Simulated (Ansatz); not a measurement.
The lowest singlet and triplet of SiH2 (SMILES [SiH2]); geometries from B3LYP-D3(BJ)/def2-TZVP, each state relaxed from the structure named, with no frequency check.
Singlet (charge 0, multiplicity 1):
```xyz
3

Si     0.000     0.133     0.000
H     -1.088    -0.934     0.000
H      1.094    -0.926     0.000
```

| level | gap E(singlet) − E(triplet), vertical, at the singlet's geometry (kcal/mol) | cost |
|---|---|---|
| R-HF/cc-pV(T+d)Z | -14.15 | - |
| U-HF/cc-pV(T+d)Z (spin-contaminated) | -16.76 | - |
| R-HF/cc-pV(Q+d)Z | -13.98 | - |
| U-HF/cc-pV(Q+d)Z (spin-contaminated) | -16.68 | - |
| U-SVWN5/def2-TZVPP | -27.17 | ×0.8 |
| R-BHLYP/def2-TZVPP | -28.97 | ×0.9 |
| U-wB97X-V/def2-TZVPP | -30.72 | ×5 |
| U-MP2/cc-pV(D+d)Z (spin-contaminated) | -20.82 | - |
| R-SCS-MP2/cc-pV(Q+d)Z | -31.40 | - |
| U-CCSD(T)/cc-pV(D+d)Z (spin-contaminated) | -27.73 | ×2 |
| R-CCSDT(Q)/cc-pV(D+d)Z | -27.88 | ×5 |
| SA-CASSCF(6,6)/cc-pV(D+d)Z | -23.21 | - |
| FIC-NEVPT4(SD) on SA-CASSCF(6,6)/cc-pV(Q+d)Z | -29.46 | - |
| FIC-MRCISD+Q on SA-CASSCF(6,6)/cc-pV(Q+d)Z | -29.25 | - |

The rows run from -31.40 (R-SCS-MP2/cc-pV(Q+d)Z) to -13.98 kcal/mol (R-HF/cc-pV(Q+d)Z).

A positive gap puts the triplet lower; no zero-point energy. R- takes a restricted singlet. U- takes an unrestricted singlet (broken symmetry where lower, unprojected). The triplet is unrestricted in single-reference levels. Active spaces average the two states.

Cores are frozen in the correlated methods.

Doubts at one or more of the structures used: a restricted determinant that unrestricted orbitals would lower (R-HF/cc-pV(T+d)Z, R-HF/cc-pV(Q+d)Z, R-SCS-MP2/cc-pV(Q+d)Z, R-CCSDT(Q)/cc-pV(D+d)Z); T1 above 0.05 (U-CCSD(T)/cc-pV(D+d)Z (spin-contaminated)).

The values were computed with Ansatz (Gaussian orbitals). Each number belongs to the level named beside it.

Costs are rough ratios of core time to R-PBE/def2-TZVPP (about 1.0 s over the structures, on one shared machine); a dash marks a level with no comparable run of its own.

Ansatz is an electronic-structure program.
